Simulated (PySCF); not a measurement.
This PySCF input asks for the NMR shieldings of SMILES COc1ccc(F)cc1, C7H7FO; the geometry comes from PBE0-D3(BJ)/def2-TZVP.

```python
import basis_set_exchange as bse
import numpy as np
from pyscf import gto, dft
from pyscf.prop import nmr

atoms = """
C     2.665384    0.326529   -0.030069
O     1.709842   -0.588987   -0.503141
C     0.407050   -0.333479   -0.235373
C    -0.512473   -1.244287   -0.752708
C    -1.865539   -1.074750   -0.534601
C    -2.296004    0.012652    0.204777
F    -3.610847    0.180298    0.416901
C    -1.406419    0.924150    0.726051
C    -0.044151    0.752311    0.506470
H     2.668153    0.375790    1.064597
H     2.494130    1.330603   -0.433756
H     3.632257   -0.036770   -0.373404
H    -0.142927   -2.084338   -1.327763
H    -2.590188   -1.774710   -0.931463
H    -1.774887    1.764288    1.301357
H     0.649080    1.471599    0.920423
"""
names = dict.fromkeys(["C", "O", "F", "H"], "pcSseg-2")
basis = {el: gto.basis.parse(bse.get_basis(n, elements=[el], fmt="nwchem")) for el, n in names.items()}
mol = gto.M(atom=atoms, basis=basis, charge=0, verbose=0)
mf = dft.RKS(mol, xc="PBE0")
mf.grids.level = 2
mf.grids.alignment = dft.numint.BLKSIZE   # the property module wants whole blocks of grid points
mf.conv_tol = 1e-9
mf.kernel()

calc = nmr.RKS(mf)   # GIAO
C = mf.mo_coeff
Co = C[:, mf.mo_occ > 0]
resp = mf.gen_response(singlet=True, hermi=2)
def vind(x):   # induced exchange potential for any number of trial vectors
    d = np.einsum("pi,xij,qj->xpq", C, 2 * x.reshape(-1, C.shape[1], Co.shape[1]), Co, optimize=True)
    return np.einsum("xpq,pi,qj->xij", resp(d - d.transpose(0, 2, 1)), C, Co, optimize=True).ravel()
mo1, _ = nmr.rhf.solve_mo1(calc, with_cphf=vind)
sigma = calc.kernel(mo1)
for i, s in enumerate(sigma):   # ppm
    print("%2d %-2s %9.2f" % (i, mol.atom_pure_symbol(i), np.trace(s) / 3))
```

**Question.** What are the results?

**Answer.** 
```
 0 C     128.89
 1 O     235.65
 2 C      19.87
 3 C      58.68
 4 C      60.34
 5 C      16.39
 6 F     305.26
 7 C      62.05
 8 C      69.63
 9 H      27.92
10 H      27.96
11 H      27.49
12 H      24.31
13 H      24.26
14 H      24.26
15 H      24.59
```

These numbers come from an equivalent density-fitted implementation of the same equations, which agrees with the script to about 0.01 ppm for H and up to a few tenths of a ppm for heavy atoms, so last digits may differ.

**Question.** Turn these shieldings into chemical shifts. Scale: ¹³C (186.03 ppm), ¹H (31.52 ppm) against TMS; ¹⁷O (329.54 ppm) against H2O; ¹⁹F (174.31 ppm) vs CFCl3 (reference shieldings calculated alike).

**Answer.** Averaging equivalent atoms: C 5: 169.6; C 2: 166.2; C 4/7: 124.8; C 3/8: 121.9; C 0: 57.1; O 1: 93.9; F 6: -130.9; H 13/14: 7.26; H 12/15: 7.08; H 9/10/11: 3.73 ppm. Unscaled 19F shifts against computed CFCl3 carry errors that often reach 10 to 50 ppm. Experimental scales use liquid or dissolved standards, which lie at an offset from isolated H2O (liquid H2O: subtract about 36 ppm).

Size and cost of the density-fitted run: 422 basis functions, 2.7 min wall time (5.3 min CPU) on 2 threads of an AMD EPYC, shared host; peak memory 2.8 GiB.
